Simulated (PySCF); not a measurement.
**Simulated absorption spectrum**

C6H9GeP.
InChI=1S/C6H9GeP/c8-7-6-4-2-1-3-5-6/h1-5H,7-8H2

Computed, not measured: TDDFT PBE0/def2-SVPD, vertical, gas phase, core orbitals frozen in the response in PySCF. Geometry: PBE0-D3(BJ)/def2-SVP, one conformer, isolated molecule. The PBE0/def2-SVPD calculation is non-relativistic and has no spin–orbit coupling, an omission that weighs most on germanium. Torsions of this conformer, `[PH2:1][GeH2:2][c:3]1[cH:4][cH:5][cH:6][cH:7][cH:8]1`: P1–Ge2–C3–C4 -96°, H–P1–Ge2–C3 -49°, H–P1–Ge2–C3 44°.

Broadening: Gaussians 0.3 eV wide at half height, area fixed by f = 4.319×10⁻⁹ ∫ε dν̃. The width is an assumption, not a result. The curve ends short of the highest state used, and states not computed would add to its high-energy end.

| λ (nm) | ε (L mol⁻¹ cm⁻¹) |
| --- | --- |
| 200.7 | 2580 |
| 202.3 | 2372 |
| 203.9 | 2357 |
| 205.5 | 2371 |
| 207.2 | 2288 |
| 208.8 | 2104 |
| 210.4 | 1953 |
| 212.0 | 2113 |
| 213.6 | 2959 |
| 215.3 | 5029 |
| 216.9 | 8290 |
| 218.5 | 12657 |
| 220.1 | 17492 |
| 221.8 | 22022 |
| 223.4 | 24633 |
| 225.0 | 24985 |
| 226.6 | 23072 |
| 228.2 | 19472 |
| 229.9 | 14800 |
| 231.5 | 10507 |
| 233.1 | 6901 |
| 234.7 | 4212 |
| 236.3 | 2400 |
| 238.0 | 1233 |
| 239.6 | 623 |
| 241.2 | 300 |
| 242.8 | 140 |
| 244.4 | 64 |
| 246.1 | 28 |
| 247.7 | 13 |
| 249.3 | 6 |
| 250.9 | 3 |
| 252.5 | 1 |
| 254.2 | 1 |
| 255.8 | 0 |
| 257.4 | 0 |

Task: Where are the band maxima, and which computed states make them?

Result: 224 nm (5.52 eV), ε about 25000, made up of S2 (100%); 205 nm (6.04 eV), ε about 2400, made up of S3 (70%), S4 (13%) and S5 (16%) (hardly more than a shoulder) (ε in L mol⁻¹ cm⁻¹; maxima over ε = 5, shares over 10%). At its high-energy end, 6.18 eV, the curve is still rising (ε about 2600, from S3, S5 and S7). The states used: S1 5.27 eV (f 0.0006); S2 5.52 eV (f 0.280); S3 5.98 eV (f 0.020); S4 6.08 eV (f 0.0037); S5 6.26 eV (f 0.019); S6 6.43 eV (f 0.010); S7 6.58 eV (f 0.455); S8 6.66 eV (f 0.151); S9 6.72 eV (f 0.033); S10 6.78 eV (f 0.078).

Task: Coming from long wavelengths, where does ε first pass 100 L mol⁻¹ cm⁻¹?

Result: At about 243 nm (5.09 eV), 0.17 eV below S1.

Task: What would ε be at 5.52 eV, the highest of these maxima, with half the width (0.15 eV)?

Result: About 50100 L mol⁻¹ cm⁻¹ against 25100, a factor of about 1.99; a lone state at its own centre would give exactly 2.

Task: On this curve, what absorbance would a 10⁻³ mol/L sample give at 222 nm over a 1 cm path?

Result: 222 nm is 5.585 eV, where ε is about 22000 L mol⁻¹ cm⁻¹, so A = ε c l ≈ 22 (Beer–Lambert, with the gas-phase spectrum and the assumed width).

All these states lie below the vertical ionisation energy of 8.63 eV (ΔSCF).

Time: 3.6 min. Hardware: one thread of an x86-64 server (shared host).
